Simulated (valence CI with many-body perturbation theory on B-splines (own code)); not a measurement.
The numbers below are computed, except where a source is named.
# Nd XXII: magnetic and hyperfine properties of the levels

Level of theory: configuration interaction combined with many-body perturbation theory (CI+MBPT): three valence electrons over a frozen Dirac-Fock core [Kr], a basis of 7 s, 7 p, 8 d, 6 f, 4 g, 1 h functions for each j, with the one-electron correlation potential Σ1 (screened to all orders), the two-electron term Σ2, the three-electron term Σ3, Breit, model QED; selected single and double excitations, second order for the rest, scaled by the run's own slope (own B-spline code, finite nucleus).

No measured spectrum was set against this ion. As an estimate, terms of the open shell hold to 2 to 4 % of their energy, and close levels can change places. The list stops below the first excitations out of the core.

A/g_I is the dipole constant over the nuclear g factor μ/I (μ in nuclear magnetons, uniformly magnetised nucleus), B/Q the quadrupole constant per barn. Both hold the static response of the core; the bare values leave it out. Large factors of s and p1/2 electrons are usually good to 5 to 10 %; those of open d and f shells near neutrality can be off by tens of per cent, and small factors of p3/2, d and f electrons come from cancelling terms and can be off by a factor of two or in sign, in half-filled shells by more. B is blank for J = 1/2, where it vanishes, and for nearly pure S terms. Energies count from the lowest level.

Levels are named by their leading jj configuration (3d3/2^4 stands for four electrons in 3d with j = 3/2), which in mixed levels can hold well under half, so a name can repeat and another be missing. Letters in brackets count levels of one name in rising energy.

| Level | E (cm⁻¹) | g | A/g_I (MHz) | A/g_I bare | B/Q (MHz/b) | B/Q bare |
| --- | --- | --- | --- | --- | --- | --- |
| (4d3/2^3) J=3/2 | 0.0 | 0.552 | 10200 | 9440 | -4250 | -4050 |
| (4d3/2^2 4d5/2) J=5/2 [a] | 27610 | 1.041 | 5490 | 5410 | -2660 | -2540 |
| (4d3/2^2 4d5/2) J=7/2 | 43815 | 1.141 | 5180 | 5220 | -547 | -537 |
| (4d3/2^2 4d5/2) J=3/2 | 45637 | 1.329 | 4100 | 4390 | -2750 | -2620 |
| (4d3/2^2 4d5/2) J=9/2 | 50303 | 1.130 | 5690 | 5710 | 3740 | 3540 |
| (4d3/2^2 4d5/2) J=1/2 | 53538 | 2.029 | -5570 | -4300 |  |  |
| (4d3/2 4d5/2^2) J=7/2 [a] | 78862 | 1.003 | 5390 | 5270 | 1950 | 1860 |
| (4d3/2^2 4d5/2) J=5/2 [b] | 81242 | 1.513 | 1500 | 2050 | 6080 | 5770 |
| (4d3/2 4d5/2^2) J=9/2 | 83265 | 1.116 | 4790 | 4810 | 3800 | 3590 |
| (4d3/2 4d5/2^2) J=3/2 [a] | 94466 | 1.165 | 5000 | 5070 | -5990 | -5700 |
| (4d3/2 4d5/2^2) J=1/2 | 99617 | 1.304 | -1240 | -915 |  |  |
| (4d3/2 4d5/2^2) J=11/2 | 104570 | 1.089 | 5260 | 5240 | 12900 | 12300 |
| (4d3/2 4d5/2^2) J=5/2 [a] | 112360 | 1.187 | 4080 | 4200 | 1690 | 1600 |
| (4d3/2 4d5/2^2) J=5/2 [b] | 119390 | 0.978 | 4820 | 4670 | 4940 | 4690 |
| (4d3/2 4d5/2^2) J=7/2 [b] | 124960 | 1.121 | 5260 | 5270 | 3030 | 2900 |
| (4d5/2^3) J=9/2 | 129730 | 1.102 | 4100 | 4110 | 3010 | 2870 |
| (4d5/2^3) J=3/2 | 139640 | 1.182 | 4840 | 4940 | 1870 | 1770 |
| (4d3/2 4d5/2^2) J=3/2 [b] | 177630 | 0.829 | 8040 | 7670 | 6700 | 6370 |
| (4d5/2^3) J=5/2 | 186920 | 1.159 | 3930 | 4010 | 3300 | 3140 |

Take the isotope of mass number 145, with I = 7/2, μ = -0.656 μN and Q = -0.314 b. What is the hyperfine structure of (4d3/2^2 4d5/2) J=7/2?

From the table A = -970 MHz, B = 172 MHz. Shifts from the centre of gravity in MHz: F = 0: 15400, F = 1: 14400, F = 2: 12400, F = 3: 9460, F = 4: 5550, F = 5: 679, F = 6: -5120, F = 7: -11800.
